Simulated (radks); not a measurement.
Values are calculated unless marked as measured or tabulated.
Problem. These are the eigenvalues of the occupied orbitals of an atom or ion with whole-number occupations (hartree). Level of theory: scalar-relativistic Kohn-Sham, RPBE, spin-polarised, spherical densities, point nucleus (a radial shooting solver on a logarithmic mesh with Libxc functionals).

orbital  eigenvalue
1s up     -1066.607
1s down   -1066.606
2s up     -161.2685
2s down   -161.2683
2p up     -144.7808
2p down   -144.7803
3s up     -31.35897
3s down   -31.35842
3p up     -25.97229
3p down   -25.97166
3d up     -17.68836
3d down   -17.68780
4s up      -5.21509
4s down    -5.21395
4p up      -3.58929
4p down    -3.58808
4d up      -1.24212
4d down    -1.23829
5s up      -0.66385
5s down    -0.63306
5p up      -0.38779

Which element is it, and in what charge state? The configuration may be excited. Open shells, if any, are filled with parallel spins first.

Solution. Z = 50, tin, charge +1: Sn+ in [Kr] 4d10 5s2 5p1. The list shows which subshells hold electrons but not how many an open one holds; the 1s level, -1066.6 hartree, gives Z - s = 46.2 by -(Z - s)^2/2, which with screening and relativity narrows Z to a few neighbours, and the depths of the outer levels then fix element, charge and occupations together.
